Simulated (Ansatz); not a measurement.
Two isomers of C2H4FNOSi: A = `CO[SiH](F)C#N`, B = `N#CC(O)(F)[SiH3]`.

Isolated molecules relaxed with PBE0-D4/def2-TZVP in Ansatz; ΔE leaves out vibrations. CCSD(T)/CBS adds triple-zeta CCSD(T) − MP2 to the extrapolated MP2 energy (def2 sets, frozen cores). Functionals use def2-TZVPP. B3LYP here is the variant with VWN-RPA as its local correlation; programs differ in this. One conformer a species, not always the lowest.

Q: Which isomer does CCSD(T)/CBS put lower? Give the gap. (Estimate.)

A: The calculation gave: A, by 93.7 kcal/mol.

Q: Give E(B) − E(A) in kcal/mol with CCSD(T)/def2-TZVPP, LDA (SPW92), B3LYP-D4, PBE-D4, CCSD/def2-TZVPP, r2SCAN-D4, MP2/def2-TZVPP. (Best estimate.)

A: Computed: CCSD(T)/def2-TZVPP 92.0, LDA (SPW92) 79.9, B3LYP-D4 90.3, PBE-D4 82.4, CCSD/def2-TZVPP 93.4, r2SCAN-D4 89.2, MP2/def2-TZVPP 95.4. None reverses the order clearly.

Q: Does the order hold for the free energy at 298.15 K (harmonic terms from PBE0-D4)? (Estimate.)

A: The calculation gave: Yes: G(B) − G(A) = +90.7 kcal/mol, for one conformer each.

Largest T1 diagnostic: 0.014.

From BLYP to BHLYP (50 % exact exchange), in def2-TZVPP and without D4, E(B) − E(A) moves by +7.0 kcal/mol. At CCSD(T), def2-SVP lies −13.1 kcal/mol from the extrapolated value and def2-TZVPP −1.7 kcal/mol.
